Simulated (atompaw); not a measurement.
Plane-wave convergence, PAW (atompaw) potential for tellurium (Te)

* Element: tellurium
* Generator: atompaw 4.2.0.5
* Type: PAW
* Functional: PBE
* Relativity: scalar-relativistic
* Frozen core: [Kr]
* Valence charge: 16
* Reference configuration: 4d10 5s2 5p4
* Partial waves: 5s (bound): rc 2.40 bohr; 5s channel at 0.1 Ry: rc 1.75 bohr; 5p (bound): rc 2.40 bohr; 5p channel at -0.05 Ry: rc 2.40 bohr; 4d (bound): rc 2.40 bohr; 4d channel at -0.6 Ry: rc 1.55 bohr; 4f channel at 0.45 Ry: rc 2.40 bohr; 4f channel at 2.9 Ry: rc 2.40 bohr
* Local potential: bessel scheme, radius 2.35 bohr
* Core correction: smooth core density matched at 1.55 bohr
* Augmentation charge: sinc compensation charge, radius 2.30 bohr; PAW radius 2.40 bohr; waves and projectors: custom rrkj vanderbiltortho

The pseudo-atom Hamiltonian at the reference potential is diagonalised in spherical Bessel functions j_l(qr) that vanish at 20 bohr, with q² up to the cutoff. All-electron valence levels (Ry): 5s -1.1105, 5p -0.4376, 4d -3.0614.

Task: How do the lowest levels (Ry) of each channel move with the cutoff, and are there ghosts?

Result:

```
cutoff (Ry)     s #1     s #2     p #1    p #2     d #1    f #1  Σ f·Δε (mRy)
          8  -1.1102  -0.0353  -0.4355  0.0251  -2.8911  0.1126        1712.0
         10  -1.1104  -0.0362  -0.4369  0.0251  -2.9926  0.1126         691.5
         12  -1.1105  -0.0368  -0.4374  0.0250  -3.0380  0.1126         235.8
         15  -1.1105  -0.0370  -0.4376  0.0250  -3.0553  0.1126          62.2
         18  -1.1105  -0.0370  -0.4376  0.0250  -3.0610  0.1126           4.8
         21  -1.1105  -0.0370  -0.4376  0.0250  -3.0612  0.1126           2.3
         25  -1.1105  -0.0370  -0.4376  0.0250  -3.0612  0.1126           2.0
         30  -1.1105  -0.0370  -0.4376  0.0250  -3.0614  0.1126           0.8
         35  -1.1105  -0.0370  -0.4376  0.0250  -3.0614  0.1126           0.4
         40  -1.1105  -0.0370  -0.4376  0.0250  -3.0614  0.1126           0.3
        400  -1.1105  -0.0370  -0.4376  0.0250  -3.0614  0.1126           0.0
```

Result: no extra level below or beside the all-electron valence levels (s, p, d, f tested); 10 mRy is reached at 18 Ry and 1 mRy at 30 Ry.
